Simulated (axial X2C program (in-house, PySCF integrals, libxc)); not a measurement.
# Spin–orbit effects down a group: molecules with B, PBE0

Calculated with an in-house relativistic program for diatomic molecules, spin-free (one-electron X2C) or two-component (2c: spin–orbit coupling with atomic mean-field Coulomb and Gaunt terms, which also bring small scalar terms), in Dyall basis sets with cores contracted in-house; open shells are unrestricted.

Basis sets: As dyall-cv3z, B dyall-v3z, Bi dyall-cv3z, N dyall-av3z, P dyall-v3z.

```tsv
molecule	spin-free state	Re (Å)	ωe (cm⁻¹)	De (eV)	2c state	Re 2c (Å)	ωe 2c (cm⁻¹)	De 2c (eV)
BN	M_S = 1, Λ = 1	1.315	1595.1	4.69	Ω = 2	1.315	1595.1	4.69
BP	M_S = 1, Λ = 1	1.739	979.4	3.50	Ω = 2	1.739	979.2	3.51
BAs	?	?	?	?	?	?	?	?
BiB	M_S = 1, Λ = 1	2.128	627.5	2.16	Ω = 2	2.162	555.5	2.12
```

**Question.** Estimate the 2c Re and ωe of BAs as the mean of its neighbours in the table.

**Answer.** Re ≈ 1.950 Å, ωe ≈ 767.4 cm⁻¹. The PBE0 runs give the row below, so the estimate misses by 0.109 Å and -52.5 cm⁻¹.

```csv
molecule,spin-free state,Re (Å),ωe (cm⁻¹),De (eV),2c state,Re 2c (Å),ωe 2c (cm⁻¹),De 2c (eV)
BAs,"M_S = 1, Λ = 1",1.840,821.1,3.03,Ω = 2,1.841,819.9,3.08
```

Each entry is the lowest single determinant of a limited PBE0 search at one distance. De goes to single-determinant-based atoms at the same level (for ions the charge split of lowest energy) and is withheld (n/a) where an atom does not fit its ground term or J level. Main or longest-lived isotopes. One determinant is a doubtful description, or other states lie close, for BN, BP, BAs, BiB; these need not be ground states, and all values refer to the states named. Some open-shell Ω = 0 determinants are out of reach, so the Ω given for BN, BP, BAs, BiB need not be the lowest component. With several unpaired electrons the Ω given is that of one determinant, not necessarily of the lowest component. Some light 2c atoms are not at their ground J level, so De misses part of their lowering (0.04 eV or less). The functionals have no current term, which raises determinants with orbital currents.
